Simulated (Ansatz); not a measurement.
BBr3, relaxed as a singlet with RKS PBE0-D4/def2-SVP in Ansatz, starting from the GFN2-xTB geometry. Force threshold 0.02 eV/Å.

Start:

```
atom   x (Å)   y (Å)   z (Å)
  B1   0.012   0.004   0.002
 Br2   0.620  -1.725   0.415
 Br3   0.027   0.606  -1.777
 Br4  -0.659   1.116   1.359
```

(1) Estimate the energy that the relaxation releases and the steps that it takes.

(2) Does the start keep its bonding and symmetry?

(3) Predict the relaxed structure.

## Answers

(1) 0.02 eV, in 3 steps; 8 s on 2 threads of Intel Xeon Platinum 8488C on a shared host. No frequencies were taken in this run, so the end may be a saddle point.

(2) By distances, no bond broke or formed. The bond that changes most is B1–Br4, from 1.88 to 1.90 Å (atoms count from 1). Point group D3h at the start, D3h at the end, both within 0.05 Å.

(3) 
```
atom    x (Å)    y (Å)    z (Å)
  B1   0.0014   0.0006   0.0002
 Br2   0.6300  -1.7415   0.4204
 Br3   0.0313   0.6129  -1.7971
 Br4  -0.6627   1.1280   1.3765
```
Bond lengths: 3 × B–Br 1.90 Å.
